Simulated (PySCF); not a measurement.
Species: C4H12OSi2.
Numbering: `[O:1]=[CH:2][CH2:3][CH2:4][CH2:5][SiH2:6][SiH3:7]` (hydrogens: H8 on C2; H9, H10 on C3; H11, H12 on C4; H13, H14 on C5; H15, H16 on Si6; H17, H18, H19 on Si7)

Cartesian coordinates in Å at the GFN2-xTB level; atoms count from 1:
```xyz
19
C4H12OSi2 angstrom
O      1.1943    2.2122    0.9346
C      2.1652    1.6753    0.4821
C      2.1719    0.5236   -0.4801
C      0.7839   -0.0784   -0.6982
C      0.3208   -0.8904    0.5062
Si    -1.4660   -1.5301    0.3127
Si    -2.9537    0.2352    0.2021
H      3.1848    2.0249    0.7489
H      2.8732   -0.2309   -0.1123
H      2.5831    0.9072   -1.4200
H      0.0828    0.7387   -0.8817
H      0.8014   -0.7150   -1.5856
H      1.0103   -1.7228    0.6629
H      0.3830   -0.2639    1.3977
H     -1.7095   -2.4387    1.4444
H     -1.4751   -2.3950   -0.8806
H     -4.3346   -0.2385    0.0639
H     -2.7089    1.1140   -0.9468
H     -2.9168    1.0819    1.3959
```

Method: PySCF 2.14.0, density-fitted response routines, TDDFT B3LYP/def2-SVPD, vertical, gas phase, core orbitals frozen in the response. GFN2-xTB frequencies show an imaginary mode (21i cm⁻¹), so this geometry is no minimum at that level.

**Question.** List the vertical singlet excitations with oscillator strengths and describe the spectrum.

**Answer.** 

```json
{"state": "S1", "E (eV)": "4.35", "ν̃ (cm⁻¹)": "35110", "f": "0.0002", "main configurations (H = HOMO, L = LUMO)": "H→L (98%)"}
{"state": "S2", "E (eV)": "6.16", "ν̃ (cm⁻¹)": "49660", "f": "0.0023", "main configurations (H = HOMO, L = LUMO)": "H-1→L (89%), H-2→L (9%)"}
{"state": "S3", "E (eV)": "6.59", "ν̃ (cm⁻¹)": "53150", "f": "0.0037", "main configurations (H = HOMO, L = LUMO)": "H→L+1 (90%)"}
{"state": "S4", "E (eV)": "6.62", "ν̃ (cm⁻¹)": "53360", "f": "0.0008", "main configurations (H = HOMO, L = LUMO)": "H-2→L (88%), H-1→L (9%)"}
{"state": "S5", "E (eV)": "6.94", "ν̃ (cm⁻¹)": "56000", "f": "0.037", "main configurations (H = HOMO, L = LUMO)": "H→L+3 (69%), H→L+4 (12%)"}
{"state": "S6", "E (eV)": "6.98", "ν̃ (cm⁻¹)": "56310", "f": "0.0007", "main configurations (H = HOMO, L = LUMO)": "H→L+2 (94%)"}
{"state": "S7", "E (eV)": "7.13", "ν̃ (cm⁻¹)": "57530", "f": "0.044", "main configurations (H = HOMO, L = LUMO)": "H-1→L+1 (91%)"}
{"state": "S8", "E (eV)": "7.25", "ν̃ (cm⁻¹)": "58500", "f": "0.023", "main configurations (H = HOMO, L = LUMO)": "H→L+4 (40%), H-3→L (23%), H→L+3 (16%)"}
```

Triplets, Tamm–Dancoff:

| state | E (eV) | λ (nm) | main configurations (H = HOMO, L = LUMO) |
| --- | --- | --- | --- |
| T1 | 3.77 | 329.3 | H→L (96%) |
| T2 | 6.06 | 204.7 | H-1→L (39%), H-8→L (29%), H-7→L (12%) |
| T3 | 6.16 | 201.2 | H-1→L (44%), H-8→L (22%), H-7→L (11%) |

The lowest singlet comes at 285 nm (420 kJ/mol) in the ultraviolet; it is dark (f under 0.0005); its leading configuration is HOMO→LUMO (98%). The most intense listed level is S7 at 7.13 eV (174 nm, f = 0.044), 2.78 eV above S1. S1 has the pattern of n→π* at C=O. Orbital energies (eV): HOMO-3 -9.01, HOMO-2 -8.49, HOMO-1 -8.02, HOMO -7.37, LUMO -1.14, LUMO+1 -0.09, LUMO+2 0.23. Weighted by f, the mean energy of these states is 7.05 eV. The listed states span 2.90 eV, and the widest gap between neighbours is 1.80 eV (S1 to S2). Only the lowest 8 singlets were computed, as vertical energies without vibronic structure.

One conformer stands for the species.
